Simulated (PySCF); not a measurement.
SMILES C([SiH](F)C=C)C, GFN2-xTB optimised geometry.

```
15

Si    -1.04    -0.04     0.00
F     -1.53    -0.65    -1.42
C     -1.76    -1.16     1.32
C     -1.40    -1.19     2.59
C      0.86    -0.04     0.00
C      1.46     0.80    -1.13
H     -1.61     1.31     0.00
H     -2.54    -1.84     1.00
H     -0.63    -0.54     2.98
H     -1.85    -1.85     3.31
H      1.23    -1.06    -0.09
H      1.23     0.34     0.95
H      1.16     1.84    -1.04
H      2.54     0.75    -1.12
H      1.11     0.43    -2.10
```

Density from PBE0/def2-TZVP (PySCF) at that geometry.

Minimum of the electron density along straight lines between bonded atoms, close to the bond critical point (lines longer than 1.1 times the sum of covalent radii, or with two minima, are not listed):

```csv
bond,length / Å,ρ at the minimum / e bohr⁻³,∇²ρ there / e bohr⁻⁵,position (fraction from the first atom)
Si1–F2,1.622,0.131,0.91,0.42
Si1–C3,1.880,0.122,0.18,0.39
C3–C4,1.324,0.355,-1.09,0.49
Si1–C5,1.900,0.121,0.14,0.39
C5–C6,1.527,0.240,-0.57,0.50
Si1–H7,1.460,0.128,0.18,0.49
C3–H8,1.084,0.282,-0.98,0.64
C4–H9,1.078,0.288,-1.03,0.64
C4–H10,1.079,0.288,-1.03,0.65
C5–H11,1.093,0.274,-0.91,0.64
C5–H12,1.091,0.274,-0.91,0.64
C6–H13,1.088,0.280,-0.96,0.64
C6–H14,1.089,0.279,-0.95,0.64
C6–H15,1.087,0.281,-0.97,0.64
```
